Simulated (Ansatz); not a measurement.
Born–Oppenheimer molecular dynamics of C3H5ISi (10 atoms, charge 0, multiplicity 1). It starts at the highest image of a converged band. Of that band: A structure lower than the last end lies on the path between it and the top, so the climb from that side starts below the end, which may itself be a saddle point or a shallow side well. Neighbouring images differ by up to 2.0 eV, so the band resolves the path poorly. A vibrational analysis at the climbing image gives one clearly imaginary mode, 2078i cm⁻¹: a first-order saddle point.

The calculation used RKS PBE-D4/def2-SVP (Ansatz).

```json
{"ensemble": "NVE (velocity Verlet)", "time step": "0.5 fs", "steps asked": "200", "starting velocities drawn for": "300 K", "seed": "7501"}
```

First frame:

```xyz
10
Properties=species:S:1:pos:R:3
Si -1.580 -0.072 0.576
C 0.216 -0.588 0.693
C 1.151 -0.236 -0.172
C 2.031 0.065 -1.137
I 0.913 1.594 -2.165
H -2.287 -0.764 1.708
H -2.203 -0.480 -0.734
H -1.750 1.418 0.722
H 0.483 -1.229 1.552
H 3.110 0.240 -1.040
```

(1) How far do the bonds stretch over the last three quarters of this one trajectory? (Pairs bonded in most of those frames.)

Results:

(1) 
| bond | mean (Å) | spread (Å) | shortest | longest |
| --- | --- | --- | --- | --- |
| Si1–C2 | 1.912 | 0.011 | 1.89 | 1.93 |
| Si1–H6 | 1.507 | 0.004 | 1.50 | 1.51 |
| Si1–H7 | 1.509 | 0.023 | 1.47 | 1.54 |
| Si1–H8 | 1.511 | 0.023 | 1.48 | 1.55 |
| C2–C3 | 1.336 | 0.024 | 1.29 | 1.37 |
| C2–H9 | 1.121 | 0.022 | 1.09 | 1.17 |
| C3–C4 | 1.330 | 0.016 | 1.29 | 1.35 |
| C4–I5 | 2.180 | 0.089 | 2.02 | 2.31 |
| C4–H10 | 1.111 | 0.018 | 1.07 | 1.15 |

Mean temperature of the second half: 1289 K. The conserved energy stayed within 0.096 meV per atom of its start (net change -0.022 meV per atom), so the integration is sound. The system heated up, since it started high on the potential surface and ran downhill. A run of 0.1 ps of so small a system gives no equilibrium averages. The orbitals stay closed-shell, which can raise the energy where a bond breaks towards radicals; this wasn't checked here.

Time of the run: 2.5 min on 2 threads of AMD EPYC 9R45 96-Core Processor (Zen 5), with other jobs on the host, peak memory 0.18 GiB.
